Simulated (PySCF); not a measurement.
Two species compared at the same levels of theory.

First species: C6H9N3O.
Structure used (GFN2-xTB), in Å, numbered top down from 1:
```
atom  x, y, z in Å
C1     3.2170    0.2591   -0.1609
C2     1.9577   -0.1464    0.5466
O3     1.9448   -0.7179    1.6185
C4     0.7335    0.2013   -0.1772
N5     0.6998    0.9230   -1.2770
N6    -0.5635    1.0685   -1.6495
C7    -1.3225    0.4392   -0.7832
C8    -2.7973    0.3539   -0.8176
N9    -0.5515   -0.1308    0.1803
C10   -1.0102   -0.9129    1.2931
H11    3.4965   -0.5449   -0.8412
H12    4.0197    0.3959    0.5589
H13    3.0487    1.1547   -0.7499
H14   -3.1611    0.9070   -1.6776
H15   -3.1183   -0.6847   -0.8937
H16   -3.2231    0.7785    0.0914
H17   -1.7086   -0.3283    1.8952
H18   -1.5179   -1.8110    0.9343
H19   -0.1537   -1.1951    1.9021
```

Second species: C₆H₁₃O₂P.
Z-matrix (Å and degrees, GFN2-xTB geometry), rows numbered from 1:
```
C 
C   1  1.5211
C   2  1.5196  1  112.62
P   2  1.8469  1  108.62  3  -124.45
O   4  1.4690  2  114.49  1   -59.31
O   4  1.6177  2  103.72  1   179.94
C   4  1.8214  2  108.16  1    70.18
C   7  1.4964  4  120.34  2    88.70
C   8  1.4921  7   60.25  4   105.06
H   1  1.0887  2  110.73  3   -64.57
H   1  1.0885  2  110.52  3    55.52
H   1  1.0880  2  109.77  3   175.11
H   2  1.0975  1  109.09  3   122.25
H   3  1.0887  2  110.20  1    62.16
H   3  1.0876  2  110.40  1   -57.68
H   3  1.0873  2  110.45  1  -177.75
H   6  0.9593  4  106.41  2   120.57
H   7  1.0821  4  113.41  2   -60.74
H   8  1.0804  7  117.95  9   108.72
H   8  1.0792  7  117.80  9  -107.82
H   9  1.0798  7  118.24  8  -109.06
H   9  1.0806  7  117.57  8   107.97
```

Levels: PBE0/pcSseg-1 for dipole moment, HOMO energy, LUMO energy and HOMO–LUMO gap; GFN2-xTB for rotational constant A and rotational constant C. Geometries: GFN2-xTB. All species are isolated and taken at one optimised geometry, non-relativistic unless stated. Electronic properties by PySCF.

The conformers computed, where there is a choice (atom-mapped SMILES and torsion angles):
- `[CH3:1][C:2](=[O:3])[c:4]1[n:5][n:6][c:7]([CH3:8])[n:9]1[CH3:10]`: C1–C2–C4–N5 -7°
- `[CH3:1][CH:2]([CH3:3])[P@:4](=[O:5])([OH:6])[CH:7]1[CH2:8][CH2:9]1`: C1–C2–P4–O5 -59°, C2–P4–C7–C8 89°, H–O6–P4–C2 121°

```
             property   column X   column Y
        dipole moment     2.78 D     3.75 D
          HOMO energy   -7.50 eV   -7.44 eV
          LUMO energy    1.04 eV   -1.66 eV
        HOMO–LUMO gap    8.54 eV    5.78 eV
rotational constant A  1.847 GHz  2.686 GHz
rotational constant C  1.013 GHz  0.772 GHz
```

Which column belongs to which species?

Column X is the second species and column Y the first. The first has 19 atoms and 74 electrons, the second 22 and 80.

How does each property change from the first species to the second?

dipole moment -0.97 D; HOMO energy -0.06 eV; LUMO energy +2.70 eV; HOMO–LUMO gap +2.76 eV; rotational constant A -0.839 GHz; rotational constant C +0.241 GHz.

On the first: In atomic units the dipole is 1.48 e·bohr (1 au = 2.5417 D).

On the second: The dipole matches unit charges of opposite sign 0.58 Å apart (1 e·Å = 4.8032 D).
